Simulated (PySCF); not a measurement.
Mo(NMe)(S)(F)2 (CH3F2MoNS), SMILES C[N]=[Mo]([F])([F])=[S], multiplicity 1.

Geometry: PBE-D3(BJ)/def2-SVP. The spin state was assumed, not searched. The structure was generated by enumeration; whether it is a known compound was not checked. The def2 effective core potentials stand for the cores of Mo; spin–orbit coupling is left out.

Method: TDA-PBE/def2-SVPD (PySCF).

Vertical excitations.  State labels are in the subgroup Cs.

```json
[
 {"state": "S1", "symmetry": "A\"", "energy (eV)": "3.14", "λ (nm)": "395", "f": "0.000", "main pairs": "HOMO→LUMO+1 97 %"},
 {"state": "S2", "symmetry": "A'", "energy (eV)": "3.25", "λ (nm)": "381", "f": "0.009", "main pairs": "HOMO→LUMO 84 %"},
 {"state": "S3", "symmetry": "A\"", "energy (eV)": "3.72", "λ (nm)": "334", "f": "0.003", "main pairs": "HOMO−1→LUMO 96 %"},
 {"state": "S4", "symmetry": "A'", "energy (eV)": "4.05", "λ (nm)": "306", "f": "0.001", "main pairs": "HOMO−1→LUMO+1 49 %, HOMO→LUMO+2 41 %"},
 {"state": "S5", "symmetry": "A\"", "energy (eV)": "4.06", "λ (nm)": "305", "f": "0.000", "main pairs": "HOMO−2→LUMO 95 %"},
 {"state": "S6", "symmetry": "A'", "energy (eV)": "4.39", "λ (nm)": "282", "f": "0.007", "main pairs": "HOMO−2→LUMO+1 76 %"},
 {"state": "S7", "symmetry": "A\"", "energy (eV)": "4.40", "λ (nm)": "282", "f": "0.000", "main pairs": "HOMO→LUMO+3 99 %"},
 {"state": "S8", "symmetry": "A'", "energy (eV)": "4.57", "λ (nm)": "271", "f": "0.013", "main pairs": "HOMO−3→LUMO 54 %, HOMO→LUMO+2 22 %"},
 {"state": "S9", "symmetry": "A\"", "energy (eV)": "4.67", "λ (nm)": "265", "f": "0.000", "main pairs": "HOMO−3→LUMO+1 88 %"},
 {"state": "S10", "symmetry": "A\"", "energy (eV)": "4.90", "λ (nm)": "253", "f": "0.005", "main pairs": "HOMO−1→LUMO+2 88 %"},
 {"state": "T1", "symmetry": "A'", "energy (eV)": "2.60", "λ (nm)": "476", "f": "0", "main pairs": "HOMO→LUMO 96 %"},
 {"state": "T2", "symmetry": "A\"", "energy (eV)": "2.86", "λ (nm)": "434", "f": "0", "main pairs": "HOMO→LUMO+1 97 %"},
 {"state": "T3", "symmetry": "A'", "energy (eV)": "3.22", "λ (nm)": "385", "f": "0", "main pairs": "HOMO−1→LUMO+1 88 %"},
 {"state": "T4", "symmetry": "A\"", "energy (eV)": "3.41", "λ (nm)": "364", "f": "0", "main pairs": "HOMO−1→LUMO 94 %"}
]
```
Triplets are in the Tamm–Dancoff approximation.
